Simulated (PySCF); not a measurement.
**Spin-rotation constants: SMILES CC(=O)CC(Cl)Cl, C₄H₆Cl₂O**

Geometry:
```json
{"atom": "C1", "x (Å)": "-1.911", "y (Å)": "0.514", "z (Å)": "-0.071"}
{"atom": "C2", "x (Å)": "-0.809", "y (Å)": "-0.253", "z (Å)": "-0.749"}
{"atom": "O3", "x (Å)": "-0.991", "y (Å)": "-1.242", "z (Å)": "-1.400"}
{"atom": "C4", "x (Å)": "0.577", "y (Å)": "0.367", "z (Å)": "-0.545"}
{"atom": "C5", "x (Å)": "1.688", "y (Å)": "-0.664", "z (Å)": "-0.410"}
{"atom": "Cl6", "x (Å)": "2.107", "y (Å)": "-1.364", "z (Å)": "-1.993"}
{"atom": "Cl7", "x (Å)": "1.188", "y (Å)": "-1.977", "z (Å)": "0.689"}
{"atom": "H8", "x (Å)": "-1.828", "y (Å)": "1.575", "z (Å)": "-0.290"}
{"atom": "H9", "x (Å)": "-1.819", "y (Å)": "0.381", "z (Å)": "1.006"}
{"atom": "H10", "x (Å)": "-2.880", "y (Å)": "0.141", "z (Å)": "-0.391"}
{"atom": "H11", "x (Å)": "0.567", "y (Å)": "0.987", "z (Å)": "0.353"}
{"atom": "H12", "x (Å)": "0.788", "y (Å)": "1.005", "z (Å)": "-1.406"}
{"atom": "H13", "x (Å)": "2.601", "y (Å)": "-0.229", "z (Å)": "-0.001"}
```

Theory: GIAO BHandHLYP/pcSseg-1 magnetisability, rotational g tensor and spin-rotation constants, non-relativistic, gas phase (PySCF 2.14.0). Geometry: GFN2-xTB, dihedral held. The dihedral C2–C4–C5–Cl7 is held at 315°.

(1) Give the nuclear spin-rotation constants along the inertial axes (H = +C I·J) beside the isotropic shieldings.

Answers

(1) Rotational constants 2.4587, 1.3077, 1.0652 GHz. A star marks the isotopologue with that one atom substituted, in its own axes.
| atom | isotope | Caa (kHz) | Cbb (kHz) | Ccc (kHz) | mean (kHz) | σ (ppm) |
| --- | --- | --- | --- | --- | --- | --- |
| Cl6 | 35Cl | 0.830 | 0.238 | 0.363 | 0.477 | 662.8 |
| Cl7 | 35Cl | 0.882 | 0.177 | 0.317 | 0.459 | 701.6 |
| H8 | 1H | -0.217 | -0.107 | -0.028 | -0.117 | 29.8 |
| H9 | 1H | -0.253 | 0.033 | -0.126 | -0.115 | 29.8 |
| H10 | 1H | -0.113 | -0.149 | -0.033 | -0.098 | 29.7 |
| H11 | 1H | -0.246 | -0.096 | -0.010 | -0.118 | 28.9 |
| H12 | 1H | -0.273 | 0.021 | -0.105 | -0.119 | 29.3 |
| H13 | 1H | -0.115 | -0.128 | 0.006 | -0.079 | 26.2 |
| C1 | 13C* | 0.303 | 0.242 | 0.202 | 0.249 | 151.7 |
| C2 | 13C* | 1.363 | 0.311 | 0.520 | 0.731 | -19.8 |
| O3 | 17O* | -1.726 | -0.113 | -1.143 | -0.994 | -359.8 |
| C4 | 13C* | 0.432 | 0.242 | 0.240 | 0.305 | 133.1 |
| C5 | 13C* | 0.628 | 0.280 | 0.244 | 0.384 | 106.9 |

For the geometry as given, no vibrational averaging.
